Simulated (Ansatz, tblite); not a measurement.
Removing an electron: B₉As₈H₂₄⁻, a nanocrystal cut from wurtzite BAs (hydrogen-capped). The state is a singlet with charge -1. Geometry: r2SCAN-D4/def2-SVP. Ansatz, gas phase; energy differences of separate SCF runs; the oxidised species was run as a doublet alone.

```xyz
41

B    -1.100    1.736   -2.373
As    0.663    2.792   -2.349
As   -1.434    1.026   -0.437
B    -0.010    1.724    0.895
B    -2.201   -0.060    2.846
As   -0.393    0.942    2.787
B     2.365    1.933   -1.589
As    1.780    0.980    0.162
B     1.202   -0.180    3.474
As   -0.879    0.102   -3.601
B    -1.596   -1.038   -0.390
As   -1.888   -1.661    1.577
B     0.470   -1.371   -3.124
As    0.237   -1.708   -1.088
B     1.760   -1.088    0.167
B    -0.377   -2.930    2.195
As    1.308   -1.731    2.108
H    -2.009    2.439   -2.768
H     0.334    4.088   -1.649
H     0.901    3.348   -3.738
H    -2.770    1.619   -0.063
H     0.002    2.943    0.887
H    -3.093    0.654    2.414
H    -2.382   -0.481    3.976
H    -0.520    2.169    3.668
H     3.146    2.831   -1.336
H     2.750    1.136   -2.422
H     2.821    1.382    1.177
H     2.226    0.485    3.458
H     0.909   -0.651    4.561
H    -0.669    0.600   -5.017
H    -2.271   -0.454   -3.768
H    -2.492   -1.400   -1.132
H    -3.177   -2.458    1.517
H     1.572   -0.926   -3.378
H     0.159   -2.367   -3.752
H     0.184   -3.210   -0.957
H     2.827   -1.519   -0.225
H    -0.571   -3.227    3.363
H    -0.279   -3.876    1.431
H     2.495   -2.592    2.491
```

The xTB rows come from tblite. Single mean-field runs in def2-SVP are fitted with def2-universal-jkfit. HOMO above LUMO, or a gap near zero within one spin, warns that the state may not be the lowest or that an electron is smeared out.

| level | −HOMO (eV) | vertical IE (eV) | −LUMO (eV) | HOMO–LUMO gap (eV) | remarks |
| --- | --- | --- | --- | --- | --- |
| GFN1-xTB | 7.35 | 9.06 | 2.64 | 4.71 | – |
| GFN2-xTB | 6.22 | 7.92 | 1.58 | 4.64 | – |
| PBE-D4/def2-SVP | 2.56 | 4.42 | -1.50 | 4.05 | gap within one spin near zero (doublet) |
| PBE0-D4/def2-SVP | 3.62 | 4.91 | -2.25 | 5.87 | – |
| CAM-B3LYP-D4/def2-SVP | 4.78 | 5.24 | -3.30 | 8.08 | – |

  Raw xTB energy differences between charge states are shifted by several eV; the methods need an empirical correction for them.
